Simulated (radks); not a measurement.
Results of a calculation; reference values are marked as such.
Q: These are the eigenvalues of the occupied orbitals of an atom or ion with whole-number occupations (eV). Code: a radial shooting solver on a logarithmic mesh with Libxc functionals. Model: scalar-relativistic Kohn-Sham, SCAN, spin-polarised, spherical densities, finite nucleus; meta-GGA in the generalised Kohn-Sham scheme; Fermi nuclear charge, rms radius of each element as measured or else 0.836 A^(1/3) + 0.57 fm.

orbital  eigenvalue
1s up     -60997.75
1s down   -60994.33
2s up     -13112.69
2s down   -13110.53
2p up     -12016.70
2p down   -12013.12
3s up     -5119.625
3s down   -5108.361
3p up     -4784.854
3p down   -4773.447

Which element is it, and in what charge state? The configuration may be excited. Open shells, if any, are filled with parallel spins first.

A: Z = 68, erbium, charge +51: Er51+ in [Ne] 3s2 3p5. The list shows which subshells hold electrons but not how many an open one holds; the 1s level, -2241.6 hartree, gives Z - s = 67.0 by -(Z - s)^2/2, which with screening and relativity narrows Z to a few neighbours, and the depths of the outer levels then fix element, charge and occupations together.
